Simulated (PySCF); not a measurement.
Input of a run (PBE0-D3(BJ)/def2-SVP geometry optimisation, gas phase, def2 core potentials past Kr (PySCF 2.14.0)), started from GFN2-xTB:
```
{"job": {"xc": "PBE0", "basis": "def2-SVP", "d3": "d3bj", "grid": 1, "maxiter": 30, "shake": 0.03, "kind": "geom"}, "charge": 0, "multiplicity": 1}
Sn     0.067760     0.570600    -1.252030
N      1.481480    -0.026120    -0.042350
H      2.427960     0.035360    -0.246360
H      1.477310    -0.454230     0.849480
N     -1.505860     0.022210    -0.054110
H     -2.498350     0.170630    -0.194590
H     -1.358440    -0.420460     0.871400
```

Output (energies in Eh, forces in Eh/bohr):
```
step   0  E = -326.01400826  max force = 0.044907
step   1  E = -326.02101361  max force = 0.006434
step   2  E = -326.02170642  max force = 0.003998
step   3  E = -326.02189246  max force = 0.003543
step   4  E = -326.02192321  max force = 0.000698
step   5  E = -326.02192580  max force = 0.000135
optimisation converged
```

Question: Summarise the run.

Answer: The energy falls by 20.8 kJ/mol over 6 energy and gradient evaluations, the largest force component goes from 0.0449 to 1.4e-04 Eh/bohr, and the atoms move by 0.059 Å rms after alignment. The bond that changes most is Sn1–N2 (ends: tin bonded to 2 N; nitrogen bonded to Sn and 2 H), which lengthens by 0.081 Å. Bonds longer at the end by more than 0.005 Å: 3 of 6; shorter: 2. Among the angles that change most is H3–N2–H4, from 102.8° to 111.0°. The energy never rose by more than 1e-6 Eh on the way. The first step brought 88 % of the lowering.

Question: What are the final bond lengths?

Answer: Sn1–N2 2.035 Å, Sn1–N5 2.035 Å, N2–H3 1.014 Å, N2–H4 1.015 Å, N5–H6 1.014 Å, N5–H7 1.015 Å. Numbering counts from 1 in the input's order; the species is `[NH2][Sn][NH2]` (Sn(NH2)2).

The run used 74 basis functions and 42 SCF cycles in all.

Stationary, but not proved a minimum. The numbers are those of one conformer.
